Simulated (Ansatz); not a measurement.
Reaction (substitution at a C–N bond): `CN[SiH2]C=O` + `[SiH3][SiH2]S` → `CS[SiH2][SiH3]` + `N[SiH2]C=O`

Gas-phase electronic energies from Ansatz, PBE0-D4/def2-TZVP geometries. CCSD(T)/CBS adds triple-zeta CCSD(T) − MP2 to the extrapolated MP2 energy (def2 sets, frozen cores). DFT in def2-TZVPP. B3LYP here is the variant with VWN-RPA as its local correlation; programs differ in this. One conformer a species, not always the lowest.

```csv
level,ΔE (kJ/mol),difference from CCSD(T)/CBS
PBE-D4,-29.4,0.0
r2SCAN-D4,-30.8,-1.4
PBE0-D4,-28.6,0.8
B3LYP-D4,-26.6,2.8
ωB97X-V,-26.1,3.3
ωB97M-V,-28.1,1.3
B2PLYP,-27.3,2.1
PBE,-28.9,0.5
r2SCAN,-30.9,-1.5
PBE0,-28.3,1.1
B3LYP,-25.6,3.8
HF/def2-TZVPP,-21.0,8.4
MP2/def2-TZVPP,-29.9,-0.5
SCS-MP2/def2-TZVPP,-26.5,2.9
CCSD/def2-TZVPP,-23.7,5.7
CCSD(T)/def2-TZVPP,-25.2,4.2
HF/def2-QZVPP,-20.9,8.5
MP2/def2-QZVPP,-32.3,-2.9
SCS-MP2/def2-QZVPP,-28.8,0.6
HF/CBS(def2),-20.9,8.5
MP2/CBS(def2),-34.1,-4.7
CCSD/CBS(def2),-27.8,1.6
CCSD(T)/CBS,-29.4,0
```

Largest T1 diagnostic among the species: 0.014.

In def2-TZVPP, CCSD(T) changes the Hartree–Fock value by −4.3 kJ/mol (the triples alone add −1.6 kJ/mol) and MP2 by −9.0 kJ/mol.
